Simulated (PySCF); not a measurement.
Mg(Br)(Me) (CH3BrMg), SMILES [CH3][Mg][Br]. Geometry optimised at PBE0-D3(BJ)/def2-TZVP.

Q: Give the equilibrium geometry at PBE0-D3(BJ)/def2-TZVP (PySCF confirms it by a frequency run) as a Z-matrix, and its point group. (Estimate from the structure and the level; the computed values follow.)

A: point group C3v.
```
C
H 1 1.0937
H 1 1.0937 2 107.52
H 1 1.0937 2 107.52 3 -115.51
Mg 1 2.0676 2 111.36 4 -122.25
Br 5 2.3456 2 157.56 1 -180.00
```
Charge 0, spin multiplicity 1.
